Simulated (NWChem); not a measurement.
Species: arsine (AsH3); SMILES [AsH3]

Program: NWChem. The geometry was optimised at PBE0/def2-SVP. Static field.

Task: What does the run give for Hartree-Fock/def2-SVPD? Quantities: isotropic polarisability (bohr³); anisotropy (bohr³).

Result: 
```json
{
  "isotropic polarisability (bohr³)": "34.0",
  "anisotropy (bohr³)": "0.0"
}
```
